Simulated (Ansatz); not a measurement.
Input for Ansatz (development build ahead of 0.2.0):

```yaml
crystal:
  periodic: [false, false, false]
  atoms:
    - { symbol: F, position_ang: [0.00012, 0.71, 2.8] }
    - { symbol: F, position_ang: [-0.00012, -0.71, 2.8] }
    - { symbol: Li, position_ang: [1.34, 0.0, 0.0] }
    - { symbol: Li, position_ang: [-1.34, 0.0, 0.0] }
basis:
  gaussian: { orbitals: "6-31G" }
hamiltonian:
  xc: hf
```

The input is written out in the form of the current development build from the run's settings.

The run gave:

| Item | Value |
| --- | --- |
| Converged | yes |
| Total energy | -213.50054 hartree |
| Spin squared of the determinant | 0.000 |

Caution: stretched shape with no unrestricted run beside it, a lower state can exist.
